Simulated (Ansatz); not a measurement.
`[CH3][SnH]([F])[I]` + HBr → `[CH3][SnH]([F])[Br]` + HI at 400 K and 1 bar (ligand exchange at the Sn–I bond).

Program: Ansatz. Geometries: PBE0-D4/def2-TZVP. ΔE: electronic, gas phase. CBS: MP2 limit from def2 TZ/QZ plus the TZ coupled-cluster correction, frozen cores. Elements past krypton have def2 core potentials. For Br, I, Sn outer-core shells are correlated without core-valence functions, which leaves a few kJ/mol of doubt a bond. Scalar relativity is left out up to krypton.

| species | CCSD(T)/CBS energy (Eh) | H − E (kJ/mol) | S (J/(mol·K)) |
| --- | --- | --- | --- |
| `[CH3][SnH]([F])[I]` | -651.80248 | 151.6 | 407.3 |
| HBr | -2573.91920 | 27.6 | 207.2 |
| `[CH3][SnH]([F])[Br]` | -2927.68269 | 151.9 | 399.4 |
| HI | -298.03592 | 25.7 | 215.0 |

H − E and S are ideal-gas, rigid-rotor, harmonic terms from PBE0-D4/def2-TZVP, for one conformer and one mirror image of each species. 1 Eh = 2625.50 kJ/mol, R = 8.31446 J/(mol·K).

Task: By hand: ΔE, ΔH, ΔS and ΔG.

Result: ΔE = (-2927.68269) + (-298.03592) − (-651.80248) − (-2573.91920) = 0.00307 Eh = 8.1 kJ/mol. Δ(H − E) = 151.9 + 25.7 − 151.6 − 27.6 = -1.6, so ΔH = 6.5 kJ/mol. ΔS = 399.4 + 215.0 − 407.3 − 207.2 = -0.1 J/(mol·K). ΔG = 6.5 − 400 × (-0.1)/1000 = 6.5 kJ/mol.

Task: By hand: the equilibrium constant, and the temperature at which ΔG would vanish if ΔH and ΔS stayed fixed.

Result: log₁₀ K = −ΔG/(RT ln 10) = -0.8. ΔH and −TΔS have one sign here, so there is no such temperature. One of them is within its doubt of zero, so this could turn.

The number of gas molecules stays the same, so ΔS is small and ΔH decides. A doubt of 5 kJ/mol in ΔE shifts log₁₀ K by 0.7 here. Other conformers and mirror images would add mixing entropy, several J/(mol·K) or more a flexible species. These are equilibria of isolated gas molecules and say nothing of rates. Largest T1 diagnostic: 0.011 (customary marks: 0.02 for closed shells, 0.045 for open ones).
